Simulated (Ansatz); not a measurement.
Ansatz (a first-principles code) input (B3LYP/6-31G*):

Ansatz 0.2 input:
```yaml
crystal:
  periodic: [false, false, false]
  atoms:
    - {symbol: Si, position_ang: [-0.00000000, -0.00000000, -1.04090307]}
    - {symbol: S, position_ang: [0.00000000, 0.00000000, 0.91079019]}
basis:
  gaussian:
    orbitals: 6-31G*
hamiltonian:
  xc: {name: B3LYP}
phonons: {temperatures: {t_min: 298.15, t_max: 298.15, t_step: 100}}
```

Output:

```
Functional definition: B3LYP
integrals: 0.01 GiB planned
342 factors; integrals over basis functions are off by at most 1.7e-4 eV
mean field: 0.08 GiB planned
mean field evaluation 1: about -18711.3216 eV, gradient 2.2e1 eV
mean field evaluation 2: about -18696.4800 eV, gradient 6.7e1 eV
mean field evaluation 4: about -18713.1203 eV, gradient 2.1e0 eV
mean field evaluation 8: about -18713.1361 eV, gradient 4.9e-2 eV
mean field -18713.13610988 eV, -687.6950678190 hartree, gradient 1.7e-5 eV, S^2 0.000000; 0 other end points of the search recorded, 0 dependent functions left out
the calculation of the forces begins
reference -18713.13628768 eV, -687.6950743530 hartree; 15, 15 occupied and 23, 23 virtual orbitals, 342 factors
these checks for a lower state are left out or cut short: stability, starts, cluster_reference, orbital_swaps, neighbouring_geometries, increment
integrals: 0.01 GiB planned
342 factors; integrals over basis functions are off by at most 1.7e-4 eV
mean field: 0.08 GiB planned
mean field evaluation 16: about -18713.1361 eV, gradient 5.1e-2 eV
mean field -18713.13610988 eV, -687.6950678190 hartree, gradient 1.9e-7 eV, S^2 0.000000; 0 other end points of the search recorded, 0 dependent functions left out
the calculation of the forces begins
reference -18713.13628768 eV, -687.6950743530 hartree; 15, 15 occupied and 23, 23 virtual orbitals, 342 factors
these checks for a lower state are left out or cut short: stability, starts, cluster_reference, orbital_swaps, neighbouring_geometries, increment
integrals: 0.01 GiB planned
342 factors; integrals over basis functions are off by at most 1.7e-4 eV
mean field: 0.08 GiB planned
mean field -18713.13610988 eV, -687.6950678190 hartree, gradient 1.9e-7 eV, S^2 0.000000; 0 other end points of the search recorded, 0 dependent functions left out
the calculation of the forces begins
reference -18713.13628768 eV, -687.6950743530 hartree; 15, 15 occupied and 23, 23 virtual orbitals, 342 factors
these checks for a lower state are left out or cut short: stability, starts, cluster_reference, orbital_swaps, neighbouring_geometries, increment
integrals: 0.01 GiB planned
342 factors; integrals over basis functions are off by at most 1.7e-4 eV
mean field: 0.08 GiB planned
mean field evaluation 32: about -18713.1361 eV, gradient 4.3e-5 eV
mean field -18713.13610988 eV, -687.6950678190 hartree, gradient 1.9e-7 eV, S^2 0.000000; 0 other end points of the search recorded, 0 dependent functions left out
the calculation of the forces begins
reference -18713.13628768 eV, -687.6950743530 hartree; 15, 15 occupied and 23, 23 virtual orbitals, 342 factors
these checks for a lower state are left out or cut short: stability, starts, cluster_reference, orbital_swaps, neighbouring_geometries, increment
integrals: 0.01 GiB planned
342 factors; integrals over basis functions are off by at most 1.7e-4 eV
mean field: 0.08 GiB planned
mean field -18713.13610988 eV, -687.6950678190 hartree, gradient 1.9e-7 eV, S^2 0.000000; 0 other end points of the search recorded, 0 dependent functions left out
the calculation of the forces begins
reference -18713.13628768 eV, -687.6950743530 hartree; 15, 15 occupied and 23, 23 virtual orbitals, 342 factors
these checks for a lower state are left out or cut short: stability, starts, cluster_reference, orbital_swaps, neighbouring_geometries, increment
integrals: 0.01 GiB planned
342 factors; integrals over basis functions are off by at most 1.7e-4 eV
mean field: 0.08 GiB planned
mean field -18713.13601650 eV, -687.6950643873 hartree, gradient 1.6e-6 eV, S^2 0.000000; 0 other end points of the search recorded, 0 dependent functions left out
the calculation of the forces begins
reference -18713.13619430 eV, -687.6950709211 hartree; 15, 15 occupied and 23, 23 virtual orbitals, 342 factors
these checks for a lower state are left out or cut short: stability, starts, cluster_reference, orbital_swaps, neighbouring_geometries, increment
integrals: 0.01 GiB planned
342 factors; integrals over basis functions are off by at most 1.6e-4 eV
mean field: 0.08 GiB planned
mean field -18713.13601731 eV, -687.6950644170 hartree, gradient 1.6e-6 eV, S^2 0.000000; 0 other end points of the search recorded, 0 dependent functions left out
the calculation of the forces begins
reference -18713.13619511 eV, -687.6950709511 hartree; 15, 15 occupied and 23, 23 virtual orbitals, 342 factors
these checks for a lower state are left out or cut short: stability, starts, cluster_reference, orbital_swaps, neighbouring_geometries, increment
integrals: 0.01 GiB planned
342 factors; integrals over basis functions are off by at most 1.7e-4 eV
mean field: 0.08 GiB planned
mean field -18713.13610988 eV, -687.6950678190 hartree, gradient 1.9e-7 eV, S^2 0.000000; 0 other end points of the search recorded, 0 dependent functions left out
the calculation of the forces begins
reference -18713.13628768 eV, -687.6950743530 hartree; 15, 15 occupied and 23, 23 virtual orbitals, 342 factors
these checks for a lower state are left out or cut short: stability, starts, cluster_reference, orbital_swaps, neighbouring_geometries, increment
integrals: 0.01 GiB planned
342 factors; integrals over basis functions are off by at most 1.7e-4 eV
mean field: 0.08 GiB planned
mean field evaluation 64: about -18713.1362 eV, gradient 6.1e-2 eV
mean field -18713.13610988 eV, -687.6950678190 hartree, gradient 1.9e-7 eV, S^2 0.000000; 0 other end points of the search recorded, 0 dependent functions left out
the calculation of the forces begins
reference -18713.13628768 eV, -687.6950743530 hartree; 15, 15 occupied and 23, 23 virtual orbitals, 342 factors
these checks for a lower state are left out or cut short: stability, starts, cluster_reference, orbital_swaps, neighbouring_geometries, increment
integrals: 0.01 GiB planned
342 factors; integrals over basis functions are off by at most 1.7e-4 eV
mean field: 0.08 GiB planned
mean field -18713.13610988 eV, -687.6950678190 hartree, gradient 1.9e-7 eV, S^2 0.000000; 0 other end points of the search recorded, 0 dependent functions left out
the calculation of the forces begins
reference -18713.13628768 eV, -687.6950743530 hartree; 15, 15 occupied and 23, 23 virtual orbitals, 342 factors
these checks for a lower state are left out or cut short: stability, starts, cluster_reference, orbital_swaps, neighbouring_geometries, increment
integrals: 0.01 GiB planned
342 factors; integrals over basis functions are off by at most 1.7e-4 eV
mean field: 0.08 GiB planned
mean field -18713.13610988 eV, -687.6950678190 hartree, gradient 1.9e-7 eV, S^2 0.000000; 0 other end points of the search recorded, 0 dependent functions left out
the calculation of the forces begins
reference -18713.13628768 eV, -687.6950743530 hartree; 15, 15 occupied and 23, 23 virtual orbitals, 342 factors
these checks for a lower state are left out or cut short: stability, starts, cluster_reference, orbital_swaps, neighbouring_geometries, increment
integrals: 0.01 GiB planned
342 factors; integrals over basis functions are off by at most 1.6e-4 eV
mean field: 0.08 GiB planned
mean field -18713.13601731 eV, -687.6950644170 hartree, gradient 1.6e-6 eV, S^2 0.000000; 0 other end points of the search recorded, 0 dependent functions left out
the calculation of the forces begins
reference -18713.13619511 eV, -687.6950709511 hartree; 15, 15 occupied and 23, 23 virtual orbitals, 342 factors
these checks for a lower state are left out or cut short: stability, starts, cluster_reference, orbital_swaps, neighbouring_geometries, increment
integrals: 0.01 GiB planned
342 factors; integrals over basis functions are off by at most 1.7e-4 eV
mean field: 0.08 GiB planned
mean field evaluation 96: about -18713.1360 eV, gradient 9.1e-7 eV
mean field -18713.13601650 eV, -687.6950643873 hartree, gradient 1.6e-6 eV, S^2 0.000000; 0 other end points of the search recorded, 0 dependent functions left out
the calculation of the forces begins
reference -18713.13619430 eV, -687.6950709211 hartree; 15, 15 occupied and 23, 23 virtual orbitals, 342 factors
Total energy: -18713.13628768 eV, -687.6950743530 hartree
Atom 0 at    -0.000000    -0.000000    -1.040903 Å, force    -0.000000     0.000000    -0.000019 eV/Å
Atom 1 at     0.000000     0.000000     0.910790 Å, force     0.000000    -0.000000     0.000019 eV/Å
Dipole moment:    -0.000000    -0.000000    -0.382968 e Å
Vibrations: 735.16 cm⁻¹, zero-point energy 0.045574 eV
```

The blocks after the first are displaced geometries, from whose forces the wavenumbers follow.
